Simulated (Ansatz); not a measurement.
Bond stretch in SiBe, lowest singlet found (which spin is the ground state isn't settled by this scan).

Levels: RHF/aug-cc-pVDZ (Ansatz, a program for electronic structure); RMP2 = Ansatz with MP2 on RHF/aug-cc-pVDZ, frozen core; RCCSD = CCSD on RHF/aug-cc-pVDZ, frozen core (Ansatz); RCCSD(T) = CCSD(T) on RHF/aug-cc-pVDZ, frozen core run with Ansatz; RKS-CAM-B3LYP = restricted CAM-B3LYP/aug-cc-pVDZ run with Ansatz; RKS-PBE0 = restricted PBE0/aug-cc-pVDZ (Ansatz); RKS-PBE = Ansatz with restricted PBE/aug-cc-pVDZ; FCI = full CI/aug-cc-pVDZ, frozen core run with Ansatz.

All curves are set to zero at 2.17 Å and compared with full CI in the same basis at 2.17, 2.21, 2.34, 2.46 Å.

Q: Which method stays most parallel to full CI over these points, and which least?

A: RCCSD(T) has the smallest spread and RMP2 the largest. In order (kJ/mol): RCCSD(T) 0.32, RCCSD 0.97, RHF 3.03, RKS-PBE 6.14, RKS-PBE0 8.30, RKS-CAM-B3LYP 8.41, RMP2 10.45.

Errors against full CI at some of the points (kJ/mol):

```csv
method,2.46 Å
RCCSD(T),0.3
RCCSD,-0.9
RHF,-2.5
RKS-PBE,6.1
RKS-PBE0,8.3
RKS-CAM-B3LYP,8.4
RMP2,10.4
```

The scan ran from 1.48 to 7.02 Å; beyond the distances shown full CI changes its symmetry label. The restricted form behind RHF, RMP2, RKS-CAM-B3LYP, RKS-PBE0, RKS-PBE keeps the bonding electrons paired and can't separate into open-shell fragments. The T1 diagnostic of CCSD on the restricted reference of RMP2, RCCSD, RCCSD(T) exceeds 0.045 at 1.48 to 1.72, 2.46 Å. Also computed but left out beside FCI, since their determinant holds another spin at the minimum (<S²> over 0.7 above the pure value): UHF, UMP2, UCCSD, UCCSD(T), UKS-CAM-B3LYP, UKS-PBE0, UKS-PBE, UKS-B3LYP/6-31G*, UHF/STO-3G, UKS-B3LYP/LANL2DZ, UMP2/6-31G*.
